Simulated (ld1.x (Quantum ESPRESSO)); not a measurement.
## An all-electron radial function and its pseudo partner (B (Z = 5))

Columns: radius, all-electron u(r) and pseudo u(r) of the 2s shell (level -9.55 eV) of boron in the configuration [He] 2s1.5 2p1.5; BLYP, scalar-relativistic, TM scheme, ld1.x (Quantum ESPRESSO) 7.5.

```csv
r (bohr),all-electron,pseudo
0.135,0.3036,-0.0649
0.270,0.2528,-0.1324
0.405,0.0802,-0.2049
0.540,-0.1165,-0.2843
0.675,-0.2968,-0.3713
0.810,-0.4456,-0.4632
0.945,-0.5603,-0.5536
1.080,-0.6430,-0.6328
1.215,-0.6970,-0.6915
1.350,-0.7267,-0.7253
1.485,-0.7368,-0.7367
1.620,-0.7315,-0.7315
1.755,-0.7148,-0.7148
1.890,-0.6897,-0.6897
2.025,-0.6588,-0.6588
2.160,-0.6242,-0.6242
2.295,-0.5874,-0.5874
2.430,-0.5497,-0.5497
2.565,-0.5120,-0.5120
2.700,-0.4750,-0.4750
2.835,-0.4392,-0.4392
2.970,-0.4049,-0.4049
3.105,-0.3723,-0.3723
3.240,-0.3415,-0.3415
3.375,-0.3127,-0.3127
3.510,-0.2858,-0.2858
```

Task: How many radial nodes do the two functions have?

Result: The all-electron 2s function has n − l − 1 = 1; the pseudo-wave has 0, since the states of the same l below it are removed with the core.

Task: At about which radius was the pseudo-wave matched?

Result: 1.65 bohr. The columns agree to 0.0005 from 1.49 bohr on; several derivatives are matched, so the curves merge somewhat inside the radius.

Task: Is the pseudo-wave norm-conserving?

Result: Yes: the TM scheme keeps the norm inside the radius equal to the all-electron one, which fixes the energy derivative of the logarithmic derivative at the level.
